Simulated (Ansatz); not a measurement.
`C[NH2+][Ga-]([OH])([OH])[OH]`, 14 atoms. Total charge 0; spin multiplicity 1. Correlated methods include outer-core shells of Ga, which these sets cover unevenly. Scalar relativity is left out up to krypton. All runs use 4 threads of an Arm Neoverse V2 on a shared host. Correlated methods freeze the cores.

Question: How many basis functions does each run have, and how long does it take in Ansatz? RHF-MP2/def2-QZVPP energy; RKS PBE0-D4/def2-TZVP relaxation (17 steps); RKS HSE06 (plane-wave form)-D4/def2-TZVPP energy; RKS PBE0-D4/def2-QZVPP energy; RKS PBE0-D4/def2-SVP energy; RKS ωB97M-V/def2-QZVPP energy; RKS SPW92 (LDA)/def2-TZVPP energy; RKS PBE0-D4/def2-TZVP frequencies; direct RPA on PBE orbitals/def2-TZVPP energy; RKS B3LYP-D4/def2-TZVPP energy and forces; RKS ωB97M-V/def2-SVP energy; RHF-MP2/def2-TZVPP energy. (Estimate.)

Answer: Computed: Other jobs shared the machine, so times are rough.

| level | job | functions | wall time | peak host memory (GiB) |
| --- | --- | --- | --- | --- |
| RKS PBE0-D4/def2-SVP | energy | 142 | 1.7 s | 0.65 |
| RKS SPW92 (LDA)/def2-TZVPP | energy | 315 | 1.9 s | 0.49 |
| RKS HSE06 (plane-wave form)-D4/def2-TZVPP | energy | 315 | 6 s | 1.1 |
| RKS ωB97M-V/def2-SVP | energy | 142 | 6.5 s | 0.65 |
| RHF-MP2/def2-TZVPP | energy | 315 | 7 s | 1 |
| RKS B3LYP-D4/def2-TZVPP | energy and forces | 315 | 8.5 s | 1.2 |
| direct RPA on PBE orbitals/def2-TZVPP | energy | 315 | 9.5 s | 1 |
| RKS PBE0-D4/def2-QZVPP | energy | 614 | 16 s | 2.8 |
| RKS ωB97M-V/def2-QZVPP | energy | 614 | 32 s | 3.4 |
| RHF-MP2/def2-QZVPP | energy | 614 | 47 s | 5.5 |
| RKS PBE0-D4/def2-TZVP | relaxation (17 steps) | 251 | 92 s | 0.87 |
| RKS PBE0-D4/def2-TZVP | frequencies | 251 | 5.3 min | 0.85 |

B3LYP here is the variant with VWN-RPA as its local correlation; programs differ in this.
